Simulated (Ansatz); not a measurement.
Born–Oppenheimer molecular dynamics of a periodic cell of 39 atoms, Si2H10O (contents 3 H2O + 6 SiH4, density as packed 0.64 g/cm³ with natural masses). It starts from a partly relaxed structure (largest force component 0.29 eV/Å).

Level of theory: DFT PBEsol, scalar-relativistic, plane waves, PAW (Ansatz). Settings: accuracy low, cutoff 420 eV, k mesh 1x1x1, fermi-dirac smearing 0.05 eV, no spin polarisation.

* ensemble: NVT, Langevin thermostat
* time step: 0.5 fs
* steps asked: 270
* set temperature: 1500 K
* friction: 0.02 /fs
* seed: 932718

Frames 2.5 fs apart, positions in Å, forces in eV/Å.

Velocities at 95.0 fs (Å/ps):

```
O -4.59 3.08 1.48
H -93.30 -0.39 92.53
H -10.25 -6.88 -19.78
O 6.77 15.62 -8.41
H -41.62 -16.10 -45.87
H -2.61 52.03 -1.17
O -2.79 -4.49 5.86
H 75.99 17.29 -73.94
H -23.28 -5.68 35.11
Si -7.22 -3.67 2.16
H -29.82 4.84 -20.70
H -5.02 -39.97 44.33
H 3.80 -13.81 36.96
H 11.03 -33.01 48.79
Si -5.17 -1.81 10.02
H 8.42 -74.57 -70.14
H -47.15 -62.81 -44.31
H -16.84 -17.50 -0.40
H 14.14 -4.61 5.19
Si -1.24 -2.08 -1.75
H 51.01 51.12 10.08
H -2.67 -4.05 -1.33
H 5.19 -24.57 2.19
H -48.31 -26.01 -53.84
Si 13.04 5.85 1.31
H -15.97 2.21 -13.34
H 21.25 14.04 -10.10
H -59.74 -19.04 -9.10
H -1.51 42.29 -51.09
Si 7.05 -1.27 -10.59
H 41.68 -34.79 16.97
H -27.47 16.84 -24.21
H 11.74 26.31 -0.90
H 6.80 60.40 -30.08
Si -4.36 -1.23 2.33
H -32.54 76.83 -5.66
H -78.87 -3.31 0.88
H -3.71 -0.78 35.66
H -85.19 -59.51 27.03
```

```xyz
39
Lattice="8.6267 0.0000 0.0000 0.0000 8.6267 0.0000 0.0000 0.0000 8.6267" Properties=species:S:1:pos:R:3:forces:R:3 time_fs=95.0 energy_less_start_eV=4.705 T=1549
O 6.623 6.233 1.331 2.43 4.22 2.17
H 6.797 5.556 0.776 0.33 -3.88 -2.93
H 5.765 6.258 1.641 -3.23 -0.25 0.72
O 6.682 2.416 2.035 1.32 0.55 -2.08
H 6.232 2.388 2.837 -1.20 0.60 3.14
H 6.289 1.625 1.686 -0.12 -1.10 -1.24
O 7.437 7.058 4.445 1.14 2.44 1.32
H 8.123 6.440 4.632 1.44 -0.77 0.49
H 6.835 6.519 4.024 -2.59 -1.87 -1.88
Si 4.420 4.800 6.691 1.00 0.43 -0.17
H 3.731 5.375 5.483 0.26 -0.35 -0.06
H 5.764 4.125 6.631 -0.07 -0.06 -0.73
H 4.839 5.952 7.511 -0.32 0.33 0.43
H 3.631 3.792 7.365 -0.79 -0.38 0.47
Si 4.535 1.027 4.782 -1.54 -1.68 -1.44
H 4.584 2.052 3.749 0.20 0.81 -0.30
H 3.964 1.461 6.020 0.49 0.61 1.38
H 3.242 0.295 4.403 0.28 0.12 -0.20
H 5.489 -0.057 4.438 0.54 0.17 0.62
Si 3.647 8.845 0.358 0.46 -0.93 2.92
H 3.820 7.991 2.003 -0.64 1.50 -2.35
H 5.062 8.999 0.097 0.93 0.56 -0.14
H 3.323 7.782 -0.550 -0.65 -0.68 -0.66
H 2.901 10.151 0.170 0.04 -0.45 0.32
Si 0.246 1.696 5.174 -2.20 1.51 -1.33
H -0.306 0.386 5.021 0.52 -1.42 -0.31
H -0.929 2.180 5.926 0.01 0.51 1.03
H 1.528 2.158 5.596 1.14 0.04 0.65
H -0.176 2.523 3.953 0.60 -0.47 0.09
Si 8.456 7.710 8.023 -0.63 -1.67 -1.86
H 9.774 7.953 7.323 -0.29 0.32 -0.03
H 8.259 6.122 7.513 0.20 1.68 1.06
H 8.682 8.113 9.450 -0.29 -0.23 -0.12
H 7.254 8.306 7.221 0.85 -0.01 0.82
Si 1.279 4.561 1.447 0.93 0.95 0.68
H 2.422 5.648 1.752 -1.07 -0.68 -0.33
H 1.032 4.012 2.932 0.30 0.00 -1.54
H -0.074 5.362 1.100 1.73 -1.10 0.06
H 2.144 3.699 0.320 -1.51 0.66 1.30
39
Lattice="8.6267 0.0000 0.0000 0.0000 8.6267 0.0000 0.0000 0.0000 8.6267" Properties=species:S:1:pos:R:3:forces:R:3 time_fs=97.5 energy_less_start_eV=4.878 T=1529
O 6.617 6.253 1.341 -1.87 -1.50 -0.25
H 6.567 5.354 0.900 0.71 0.88 0.30
H 5.656 6.250 1.613 0.83 0.69 -0.03
O 6.703 2.456 2.007 -1.50 -0.32 1.40
H 6.093 2.343 2.803 1.11 1.07 -0.14
H 6.265 1.687 1.623 0.38 -0.67 -1.47
O 7.431 7.051 4.457 1.92 -1.39 0.15
H 8.311 6.490 4.465 -2.51 1.27 -0.19
H 6.731 6.476 4.084 0.58 -0.06 -0.03
Si 4.402 4.792 6.703 0.58 -0.47 0.37
H 3.650 5.362 5.446 0.73 -0.64 0.76
H 5.758 4.037 6.695 -0.57 0.38 -0.86
H 4.840 5.911 7.599 -0.41 0.11 -0.01
H 3.652 3.716 7.481 -0.27 0.58 -0.30
Si 4.524 1.024 4.803 -0.63 -2.18 -3.53
H 4.610 1.878 3.542 -0.06 0.47 0.76
H 3.835 1.347 5.965 0.00 1.24 2.24
H 3.197 0.281 4.418 0.67 0.08 -0.26
H 5.537 -0.062 4.478 0.00 0.43 0.86
Si 3.648 8.838 0.359 0.22 -1.16 1.84
H 3.936 8.185 1.971 -1.00 1.02 -2.14
H 5.070 9.011 0.098 0.72 0.67 -0.34
H 3.306 7.723 -0.578 -0.21 0.04 0.24
H 2.778 10.072 0.053 0.43 -0.58 0.52
Si 0.271 1.711 5.179 -5.54 0.30 -3.27
H -0.301 0.344 5.013 0.86 -0.28 -0.18
H -0.903 2.235 5.921 0.10 0.37 0.86
H 1.452 2.149 5.585 3.76 0.95 1.52
H -0.162 2.614 3.853 0.88 -1.23 1.21
Si 8.470 7.705 8.002 -0.22 -0.48 -1.69
H 9.868 7.887 7.325 -0.88 0.28 0.23
H 8.214 6.222 7.486 0.11 1.00 0.95
H 8.710 8.140 9.456 -0.38 -0.42 -0.62
H 7.310 8.454 7.175 1.18 -0.40 1.07
Si 1.269 4.556 1.455 -0.03 1.27 1.52
H 2.295 5.797 1.716 -0.80 -1.35 -0.32
H 0.837 4.012 2.916 0.86 0.12 -1.45
H -0.053 5.317 1.192 0.93 -0.69 -0.46
H 1.904 3.576 0.410 -0.67 0.61 0.77
39
Lattice="8.6267 0.0000 0.0000 0.0000 8.6267 0.0000 0.0000 0.0000 8.6267" Properties=species:S:1:pos:R:3:forces:R:3 time_fs=100.0 energy_less_start_eV=5.806 T=1381
O 6.601 6.267 1.358 -4.58 -5.37 -0.80
H 6.435 5.102 0.986 1.33 4.66 1.45
H 5.556 6.272 1.607 3.03 0.69 -0.59
O 6.713 2.498 1.986 -3.44 -1.54 1.85
H 5.986 2.395 2.787 2.38 0.82 -1.87
H 6.283 1.718 1.514 1.02 0.86 -0.20
O 7.422 7.036 4.465 1.39 -1.24 -0.30
H 8.380 6.609 4.319 -3.42 0.71 0.08
H 6.649 6.460 4.162 2.02 0.40 0.15
Si 4.387 4.777 6.724 0.46 -0.81 1.05
H 3.603 5.310 5.461 0.80 -0.58 0.89
H 5.716 3.962 6.708 -0.61 0.54 -0.88
H 4.839 5.877 7.681 -0.45 -0.12 -0.45
H 3.653 3.690 7.578 -0.12 0.90 -0.66
Si 4.517 1.013 4.815 -1.18 -1.47 -2.70
H 4.645 1.750 3.385 -0.22 0.29 1.61
H 3.713 1.333 6.014 0.86 0.98 0.60
H 3.176 0.293 4.428 0.83 -0.13 -0.31
H 5.623 -0.011 4.571 -0.27 0.38 0.85
Si 3.647 8.827 0.367 0.76 -0.38 -0.79
H 4.017 8.422 1.802 -1.07 0.05 -0.37
H 5.137 9.115 0.100 -0.60 0.39 -0.40
H 3.279 7.664 -0.614 0.27 0.63 0.98
H 2.663 9.983 -0.039 0.79 -0.68 0.73
Si 0.285 1.733 5.174 -3.15 1.05 -2.15
H -0.214 0.302 4.989 0.85 0.38 -0.08
H -0.873 2.287 5.970 0.39 0.02 0.49
H 1.553 2.205 5.638 1.13 0.01 0.57
H -0.117 2.670 3.852 0.81 -1.37 1.28
Si 8.488 7.705 7.981 0.57 2.45 -0.64
H 9.917 7.856 7.317 -1.04 0.21 0.35
H 8.170 6.407 7.526 -0.46 -1.71 0.09
H 8.704 8.153 9.455 -0.33 -0.49 -0.82
H 7.415 8.578 7.165 1.05 -0.53 1.02
Si 1.257 4.546 1.461 -0.13 1.13 1.78
H 2.146 5.839 1.659 -0.08 -1.27 -0.15
H 0.718 3.997 2.806 0.96 0.02 -0.46
H 0.018 5.263 1.235 -0.70 0.16 -0.97
H 1.670 3.483 0.525 0.17 -0.02 -0.23
39
Lattice="8.6267 0.0000 0.0000 0.0000 8.6267 0.0000 0.0000 0.0000 8.6267" Properties=species:S:1:pos:R:3:forces:R:3 time_fs=102.5 energy_less_start_eV=5.310 T=1561
O 6.568 6.265 1.366 -2.97 -4.98 -0.44
H 6.417 5.131 1.142 1.32 4.29 0.76
H 5.582 6.340 1.601 1.48 0.63 -0.26
O 6.694 2.536 1.972 0.76 0.41 -0.91
H 6.057 2.498 2.673 -0.84 0.10 1.32
H 6.355 1.838 1.398 0.05 -0.36 -0.60
O 7.413 7.018 4.471 -2.64 1.92 1.57
H 8.247 6.729 4.205 1.86 -1.55 -1.16
H 6.647 6.459 4.280 0.77 -0.46 -0.44
Si 4.366 4.755 6.749 0.40 -0.10 0.95
H 3.547 5.230 5.480 0.84 -0.46 0.98
H 5.630 3.904 6.701 -0.15 0.39 -0.88
H 4.837 5.852 7.735 -0.44 -0.24 -0.79
H 3.681 3.753 7.648 -0.58 0.33 -0.29
Si 4.506 0.995 4.820 -1.72 -0.51 -1.24
H 4.675 1.602 3.349 -0.23 0.57 1.53
H 3.647 1.372 6.083 1.44 0.75 -0.58
H 3.200 0.301 4.436 0.49 -0.61 -0.31
H 5.688 0.100 4.767 0.04 -0.19 0.64
Si 3.647 8.819 0.375 0.63 0.79 -4.86
H 4.027 8.626 1.647 -0.13 -0.89 3.67
H 5.193 9.264 0.100 -1.45 -0.09 -0.41
H 3.295 7.639 -0.581 0.44 0.46 1.01
H 2.610 9.854 -0.109 0.61 -0.22 0.73
Si 0.292 1.754 5.160 -0.35 2.42 -0.04
H -0.054 0.322 4.976 0.43 -0.08 -0.14
H -0.820 2.332 6.048 0.54 -0.34 0.12
H 1.702 2.284 5.732 -1.23 -0.82 -0.46
H -0.068 2.700 3.940 0.60 -1.09 0.62
Si 8.507 7.714 7.961 1.05 3.63 0.15
H 9.887 7.855 7.313 -0.41 0.08 0.13
H 8.091 6.492 7.561 -1.01 -3.15 -0.41
H 8.717 8.150 9.418 -0.27 -0.41 -0.53
H 7.562 8.659 7.183 0.47 -0.25 0.66
Si 1.238 4.538 1.470 -0.65 -0.32 0.58
H 1.971 5.780 1.599 1.42 0.26 0.15
H 0.650 3.957 2.663 0.47 -0.25 1.20
H 0.042 5.229 1.207 -1.69 0.65 -1.15
H 1.427 3.378 0.628 0.66 -0.32 -0.86
39
Lattice="8.6267 0.0000 0.0000 0.0000 8.6267 0.0000 0.0000 0.0000 8.6267" Properties=species:S:1:pos:R:3:forces:R:3 time_fs=105.0 energy_less_start_eV=5.383 T=1590
O 6.527 6.247 1.370 2.46 5.71 -0.25
H 6.472 5.378 1.333 0.49 -7.21 -0.59
H 5.661 6.420 1.612 -3.11 1.48 0.89
O 6.681 2.573 1.950 3.50 0.74 -3.08
H 6.098 2.601 2.636 -3.01 -0.36 2.93
H 6.408 1.981 1.240 -0.53 -0.31 0.06
O 7.401 7.005 4.478 -1.24 1.87 1.63
H 8.185 6.739 4.051 1.26 -1.13 -1.19
H 6.678 6.389 4.403 -0.03 -0.79 -0.45
Si 4.347 4.734 6.776 0.40 0.71 0.70
H 3.523 5.126 5.537 0.51 -0.15 0.60
H 5.531 3.868 6.641 0.52 -0.04 -0.79
H 4.827 5.826 7.758 -0.29 -0.11 -0.91
H 3.692 3.854 7.722 -1.09 -0.48 0.36
Si 4.496 0.977 4.822 -1.23 -0.11 0.73
H 4.689 1.450 3.397 0.08 1.13 0.51
H 3.607 1.446 6.118 1.59 0.55 -1.25
H 3.257 0.296 4.434 -0.27 -1.26 -0.29
H 5.741 0.200 5.032 -0.09 -0.29 0.36
Si 3.643 8.814 0.374 1.78 0.96 -3.63
H 3.996 8.776 1.695 -0.19 -0.64 2.86
H 5.215 9.412 0.045 -1.95 -0.59 -0.16
H 3.342 7.619 -0.498 0.38 -0.12 0.65
H 2.576 9.726 -0.111 0.01 0.44 0.38
Si 0.294 1.780 5.145 1.04 2.23 2.33
H 0.088 0.351 4.958 0.17 -0.54 -0.22
H -0.745 2.353 6.141 0.45 -0.55 -0.22
H 1.764 2.359 5.811 -1.80 -1.07 -0.89
H 0.008 2.695 4.054 0.07 0.02 -0.94
Si 8.524 7.726 7.940 -0.35 0.24 0.24
H 9.833 7.840 7.354 1.09 -0.01 -0.58
H 7.986 6.423 7.544 -0.15 -0.52 0.28
H 8.754 8.157 9.359 -0.26 -0.31 0.07
H 7.723 8.720 7.226 -0.44 0.48 -0.05
Si 1.212 4.533 1.480 -2.43 -2.84 -0.74
H 1.844 5.736 1.570 2.58 2.06 0.31
H 0.605 3.868 2.594 0.25 -0.09 1.75
H -0.021 5.201 1.150 -1.05 0.28 -0.83
H 1.227 3.253 0.681 0.89 0.59 -0.57
```

Of the whole run (135 fs, mean temperature of the second half 1439 K): A run of 0.14 ps of so small a system gives no equilibrium averages. Limits of this set-up: coarse k mesh, low accuracy level.

Run time: 22 min on 1 thread of Arm Neoverse N1, with other jobs on the host, peak memory 0.57 GiB.
